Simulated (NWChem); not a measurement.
Everything below was run with NWChem. System: CH₃IOSn, charge 0, spin multiplicity 1, at a geometry optimised with PBE/def2-SVP with def2 effective core potentials on Sn, I. The structure started from a generated list of species. Level: MP2/def2-TZVP with def2 effective core potentials on Sn, I, 10 core orbitals frozen.

Output (cleaned and shortened):

```
             Northwest Computational Chemistry Package (NWChem) 7.3.0
             --------------------------------------------------------

                                NWChem Input Module
                                -------------------

 Scaling coordinates for geometry "geometry" by  1.889725989
 (inverse scale =  0.529177249)

 Turning off AUTOSYM since
 SYMMETRY directive was detected!

                             Geometry "geometry" -> ""
                             -------------------------

 Output coordinates in angstroms (scale by  1.889725989 to convert to a.u.)

  No.       Tag          Charge          X              Y              Z
 ---- ---------------- ---------- -------------- -------------- --------------
    1 Sn                  50.0000    -1.06084700    -0.75950300     0.00000000
    2 I                   53.0000     0.65158900     1.45367800     0.00000000
    3 O                    8.0000     0.27277300    -2.27202300     0.00000000
    4 C                    6.0000     1.68037600    -2.31139400     0.00000000
    5 H                    1.0000     2.15167100    -1.30082100     0.00000000
    6 H                    1.0000     2.04602400    -2.86219900     0.89691700
    7 H                    1.0000     2.04602400    -2.86219900    -0.89691700

 Effective nuclear repulsion energy (a.u.)     835.9908772979

            Nuclear Dipole moment (a.u.)
            ----------------------------
        X                 Y               Z
 ---------------- ---------------- ----------------
     0.0000491329     0.0000321253     0.0000000000

      Symmetry information
      --------------------

 Group name             Cs
 Group number              2
 Group order               2
 No. of unique centers     6

      Symmetry unique atoms

     1    2    3    4    5    6


 Summary of "ao basis" -> "" (spherical)
 ------------------------------------------------------------------------------
       Tag                 Description            Shells   Functions and Types
 ---------------- ------------------------------  ------  ---------------------
 *                         def2-tzvp                  on all atoms

 Summary of "ao basis" -> "ao basis" (spherical)
 ------------------------------------------------------------------------------
       Tag                 Description            Shells   Functions and Types
 ---------------- ------------------------------  ------  ---------------------
[...]
     2   2 0 0    -45.742783      0.000000    235.376933
     2   1 1 0     -0.233390      0.000000     -4.883271
     2   1 0 1      0.000000      0.000000      0.000000
     2   0 2 0    -53.134118      0.000000    560.473337
     2   0 1 1     -0.000000      0.000000      0.000000
     2   0 0 2    -45.928948      0.000000      5.745558

                   NWChem MP2 Semi-direct Energy/Gradient Module
                   ---------------------------------------------

  Basis functions       =    180
  Molecular orbitals    =    180
  Frozen core           =     10
  Frozen virtuals       =      0
  Active alpha occupied =     22
  Active beta occupied  =     22
  Active alpha virtual  =    148
  Active beta virtual   =    148
  Use MO symmetry       = T
  Use skeleton AO sym   = T

  AO/Fock/Back tols     =   1.0D-09  1.0D-09  1.0D-09

 GA uses MA = F    GA memory limited = T

 Available:
  local mem=  1.15D+08
 global mem=  1.31D+08
 local disk=  0.00D+00
  mp2_memr nvloc                   148
  nvloc new                   148
   1 passes of  22:        5242880                     228830                 166299590.
   1 passes of  22: M    114666884           G      131007200           F     109424004.
  mp2_memr nvloc                   148
  nvloc new                   148
   2 passes of  11:        5242880                     147463                  83177491.
   2 passes of  11: M    114666884           G      131007200           F     109424004.

 Semi-direct pass number   1 of   2  for RHF alpha+beta  at       38.7s
  vrange nnbf                 15017
  mp2_eaftype                   317  avail_ma_in_mb                   999
 EAF : mp2_eaftype filesize         317   41588746.
  mp2_eaf for mointskh                    317
Node 0 wrote    195.6 Mb in      0.1 s     Agg I/O rate:  1512.8 Mb/s
 Done moints_semi at       64.3s
  mp2_eaftype                   317  avail_ma_in_mb                   682
 EAF : mp2_eaftype filesize         317   41588746.
  mp2_eaf for kh                   317
 Done maket at       65.3s
 Semi-direct pass number   2 of   2  for RHF alpha+beta  at       65.3s
  vrange nnbf                 15017
  mp2_eaftype                   317  avail_ma_in_mb                   682
 EAF : mp2_eaftype filesize         317   41588746.
  mp2_eaf for mointskh                    317
Node 0 wrote    195.6 Mb in      0.3 s     Agg I/O rate:   568.6 Mb/s
 Done moints_semi at       92.4s
  mp2_eaftype                   317  avail_ma_in_mb                   682
 EAF : mp2_eaftype filesize         317   41588746.
  mp2_eaf for kh                   317
 Done maket at       93.4s
 Done multipass loop at       93.4s

          -------------------------------------------
          SCF energy                -624.607675378307
          Correlation energy          -1.207344442034
          Singlet pairs               -0.623029456319
          Triplet pairs               -0.584314985715
          Total MP2 energy          -625.815019820341
          -------------------------------------------

          ---------------------------------------------------
                    Spin Component Scaled (SCS) MP2
          Same spin pairs                     -0.389543323810
          Same spin scaling factor             0.333333333333
          Opposite spin pairs                 -0.817801118224
          Opposite spin scaling fact.          1.200000000000
          SCS-MP2 correlation energy          -1.111209116472
          Total SCS-MP2 energy              -625.718884494779
          ---------------------------------------------------

 -----------------------
 Performance information
 -----------------------

 Timer overhead =  1.86D-07 seconds/call

               Nr. of calls         CPU time (s)                 Wall time (s)                GFlops
             ---------------    -------------------     ------------------------------   -------------------
Name         Min   Avg   Max    Min     Avg     Max     Min     Avg     Max   Mx/calls   Min     Max     Sum
mp2: moin     2     2     2    53.     53.     53.      53.     53.     53.     26.      0.0     0.0     0.0
mp2: make     2     2     2    2.1     2.1     2.1      2.1     2.1     2.1     1.1      0.0     0.0     0.0
mp2: tota     1     1     1    55.     55.     55.      55.     55.     55.     55.      0.0     0.0     0.0

 The average no. of pstat calls per process was 5.00D+00
 with a timing overhead of 9.29D-07s

 Task  times  cpu:       93.4s     wall:       93.4s

 Total times  cpu:       93.5s     wall:       93.5s
```

Q: Write an NWChem input that would produce this output.

A: Several could match; the one computed here: 
```
start mol
memory heap 200 mb stack 800 mb global 1000 mb
geometry units angstroms nocenter noautoz
  Sn    -1.060847    -0.759503     0.000000
  I      0.651589     1.453678     0.000000
  O      0.272773    -2.272023     0.000000
  C      1.680376    -2.311394     0.000000
  H      2.151671    -1.300821     0.000000
  H      2.046024    -2.862199     0.896917
  H      2.046024    -2.862199    -0.896917
  symmetry group Cs
end
basis spherical
  * library def2-tzvp
end
ecp
  Sn library def2-ecp
  I library def2-ecp
end
scf
  rhf
  nopen 0
  maxiter 100
  thresh 1e-7
  semidirect memsize 60000000 filesize 0
end
mp2
  freeze core 10
end
task mp2 energy
```
